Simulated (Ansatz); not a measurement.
C2HCl2In, SMILES `C#[C][In]([Cl])[Cl]`, charge 0, multiplicity 1.

Task: Give a relaxed structure at PBE0-D4/def2-TZVP (Ansatz). (Best estimate.)

Result: Computed: 
Cartesian coordinates in Å:
```
C 0.7285 -1.7593 0.8094
C 0.3039 -0.7338 0.3365
In -0.4194 1.0127 -0.4664
Cl 0.6658 3.0301 -0.2444
Cl -2.3826 1.1164 -1.6628
H 1.1039 -2.6661 1.2277
```
Point group C2v.
